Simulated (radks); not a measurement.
Species: Pd I. Configuration: [Kr] 4d9 5s1 (not the ground configuration). Calculated with a radial shooting solver on a logarithmic mesh with Libxc functionals: Dirac Kohn-Sham, LDA (Slater exchange, Perdew-Wang correlation), spin-unpolarised, spherical densities, point nucleus; open shells fill j = l - 1/2 first.

Spin-orbit splittings of the eigenvalues, e(l+1/2) - e(l-1/2), with zeta = 2 splitting/(2l+1) and mean radii in bohr:

shell  occ.  splitting (eV)  zeta (eV)  <r> j=l-1/2  <r> j=l+1/2
2p        6           159.2      106.1       0.1172       0.1222
3p        6           27.75      18.50       0.3717       0.3826
3d       10           5.539      2.215       0.3559       0.3594
4p        6           4.532      3.021        1.017        1.050
4d        9          0.4735     0.1894        1.487        1.515
